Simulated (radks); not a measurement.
All-electron atom: Ag35+ in [Ne] 3s2.

Calculated with a radial shooting solver on a logarithmic mesh with Libxc functionals: scalar-relativistic Kohn-Sham, PBE, spin-polarised, spherical densities, point nucleus.

Energy parts (hartree):
total: -4299.35314
kinetic: 4500.63323
electron-nucleus: -9266.63208
Hartree: 550.88968
exchange-correlation: -84.24397

Orbitals (lengths in bohr, moments of r in powers of bohr):
| orbital | occ. | eigenvalue (hartree) | <r> | <r^4> | <1/r> |
|---|---|---|---|---|---|
| 1s | 2 | -1006.961 | 0.03109 | 4.435e-06 | 49.45 |
| 2s | 2 | -208.9911 | 0.1326 | 0.0007218 | 11.43 |
| 2p | 6 | -195.7045 | 0.1153 | 0.0005069 | 11.02 |
| 3s | 2 | -83.49269 | 0.3210 | 0.01995 | 4.648 |

The highest occupied level is 3s at -2272.0 eV. For comparison, the ionisation energy in NIST's Atomic Spectra Database is 2302 eV (semi-empirical). In exact Kohn-Sham theory the highest level is minus the ionisation energy, but local and semilocal functionals leave it too shallow, through self-interaction and a potential that decays too fast; potentials with the right tail come closer. The density falls to 0.001 e/bohr^3 at r = 0.83 bohr. Summed over all electrons, <r^2> = 0.3752 bohr^2, which gives a Langevin (diamagnetic) susceptibility term of -0.297 x 10^-6 cm^3/mol.
